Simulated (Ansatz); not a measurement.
Species: H2SeSi, SMILES `[Se]=[SiH2]` with one electron removed (charge 1, multiplicity 2), formula H2SeSi.

Problem. How many basis functions does frozen-core CCSD(T)/def2-TZVPP // r2SCAN-D4/def2-TZVP (Ansatz, a program for electronic structure) use, how many core orbitals are frozen, and how many electrons are correlated?

Solution. 118 basis functions and 14 frozen orbitals, which leaves 21 correlated electrons (filled d shells below the valence shell are correlated). Core time is of the order of seconds.
